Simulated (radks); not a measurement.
All-electron atom: Fe III in [Ne] 3s1.75 3p6 3d6 4d0.25 (fractional occupations, a model configuration).

Calculated with a radial shooting solver on a logarithmic mesh with Libxc functionals: scalar-relativistic Kohn-Sham, PBE, spin-polarised, spherical densities, finite nucleus; open shells are filled with parallel spins first; Fermi nuclear charge, rms radius 3.7377 fm.

Energy parts (hartree):
part                       energy
total                 -1270.72813
kinetic                1285.95818
electron-nucleus      -3020.36634
Hartree                 518.87594
exchange-correlation    -55.19590

Orbitals (lengths in bohr, moments of r in powers of bohr; <r^-3> diverges for s and p1/2; r(90%) holds 90 % of the orbital's charge):
orbital	occ.	eigenvalue (hartree)	<r^4>	<r^-3>	<1/r>	r(90%)
1s up	1	-258.0215	0.00005431	-	25.98	0.104
1s down	1	-258.0168	0.00005431	-	25.98	0.104
2s up	1	-30.93536	0.01240	-	5.555	0.414
2s down	1	-30.85871	0.01230	-	5.564	0.413
2p up	3	-26.47379	0.009492	480.3	5.451	0.386
2p down	3	-26.41457	0.009396	481.9	5.459	0.385
3s up	1	-4.31222	0.9178	-	1.752	1.21
3s down	0.75	-4.13052	0.9401	-	1.743	1.22
3p up	3	-3.06058	1.272	60.45	1.613	1.31
3p down	3	-2.88335	1.329	59.41	1.601	1.32
3d up	5	-1.10482	4.548	5.343	1.271	1.77
3d down	1	-0.94352	5.878	5.058	1.232	1.88
4d up	0.25	-0.31114	805.4	0.3573	0.2937	6.65

The highest occupied level is 4d up at -8.467 eV. The density falls to 0.001 e/bohr^3 at r = 3.17 bohr.
